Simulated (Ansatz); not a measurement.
A single point on C₄H₁₂BClSi (`C[Si](C)(C)CBCl`).

```yaml
crystal:
  periodic: [false, false, false]
  atoms:
    - {symbol: C, position_ang: [-1.722014, 0.712675, 0.400240]}
    - {symbol: Si, position_ang: [-0.201892, -0.316756, 0.046368]}
    - {symbol: C, position_ang: [-0.700166, -1.947949, -0.726783]}
    - {symbol: C, position_ang: [0.753989, -0.625751, 1.626387]}
    - {symbol: C, position_ang: [0.912005, 0.591077, -1.210252]}
    - {symbol: B, position_ang: [1.502235, 1.852182, -0.585870]}
    - {symbol: Cl, position_ang: [0.683636, 3.406016, -0.722426]}
    - {symbol: H, position_ang: [-1.461498, 1.672271, 0.852704]}
    - {symbol: H, position_ang: [-2.389101, 0.185320, 1.087913]}
    - {symbol: H, position_ang: [-2.281231, 0.919784, -0.515831]}
    - {symbol: H, position_ang: [-1.237744, -1.792221, -1.665692]}
    - {symbol: H, position_ang: [-1.355579, -2.509527, -0.055127]}
    - {symbol: H, position_ang: [0.173688, -2.569460, -0.938743]}
    - {symbol: H, position_ang: [1.021609, 0.311202, 2.121808]}
    - {symbol: H, position_ang: [1.679054, -1.174400, 1.430384]}
    - {symbol: H, position_ang: [0.158572, -1.215850, 2.328500]}
    - {symbol: H, position_ang: [0.276536, 0.781540, -2.080076]}
    - {symbol: H, position_ang: [1.688097, -0.138470, -1.464505]}
    - {symbol: H, position_ang: [2.499813, 1.858308, 0.071011]}
basis:
  gaussian: {orbitals: def2-QZVPP}
correlation: {method: mp2}
```

```sh
$ ansatz run in.yaml --threads 3 --pin off --events-out ev --progress --plain --backend cuda
```

It prints (some lines left out):

```
Functional definition: HF
4605 factors; integrals over basis functions are off by at most 8.6e-4 eV
mean field evaluation 1: about -25348.6859 eV, gradient 4.9e1 eV
mean field evaluation 2: about -25348.8560 eV, gradient 4.9e1 eV
mean field evaluation 4: about -25355.1828 eV, gradient 4.3e0 eV
mean field evaluation 8: about -25355.2670 eV, gradient 2.8e-1 eV
mean field -25355.26743132 eV, -931.7888916833 hartree, gradient 1.7e-6 eV, S^2 0.000000; 0 other end points of the search recorded, 0 dependent functions left out
15 core orbitals not correlated: weight in the atoms' cores, before any rotation towards them, 1.000 or more for the frozen orbitals, at most 0.000 for the correlated occupied ones
reference -25355.26743132 eV, -931.7888916833 hartree; 21, 21 occupied and 749, 749 virtual orbitals, 4605 factors
second order -32.78799681 eV of doubles, -0.00000000 eV of singles
Total energy: -25388.05542813 eV, -932.9938283416 hartree
```

It took 12 s on 3 threads of an AMD EPYC 7R13 on a shared host and a share of an NVIDIA H100 80 GB, with 7.2 GiB of host memory at the peak.
